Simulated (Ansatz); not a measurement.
The lowest singlet and triplet of NH2 (SMILES [NH2+]); geometries from B3LYP-D3(BJ)/def2-TZVP, each state relaxed from the structure named, with no frequency check.
Singlet (charge 1, multiplicity 1):
```xyz
3

N      0.000     0.137     0.022
H     -0.849    -0.482    -0.078
H      0.852    -0.478    -0.078
```
Triplet (charge 1, multiplicity 3):
```csv
atom,x (Å),y (Å),z (Å)
N,0.0001,-0.0512,0.0000
H,-1.0110,0.1766,0.0000
H,1.0100,0.1820,0.0000
```

A positive gap puts the triplet lower; no zero-point energy. R- takes a restricted singlet. U- takes an unrestricted singlet (broken symmetry where lower, unprojected). The triplet is unrestricted in single-reference levels.

Cores are frozen in the correlated methods.

Programs: Ansatz (Gaussian orbitals). 

### Question
One of these levels gives 21.92 kcal/mol for the gap E(singlet) − E(triplet), adiabatic. Name it.
A. R-wB97M-V/def2-TZVPP
B. U-B2PLYP/def2-TZVPP (spin-contaminated)
C. R-B2PLYP/def2-TZVPP
D. R-HF/cc-pVTZ

### Answer
B, U-B2PLYP/def2-TZVPP (spin-contaminated). The others give 50.63 (R-HF/cc-pVTZ), 29.71 (R-wB97M-V/def2-TZVPP), 33.29 (R-B2PLYP/def2-TZVPP)

Doubts at one or more of the structures used: a restricted determinant that unrestricted orbitals would lower (R-HF/cc-pVTZ, R-wB97M-V/def2-TZVPP, R-B2PLYP/def2-TZVPP).

Ansatz is an electronic-structure program.
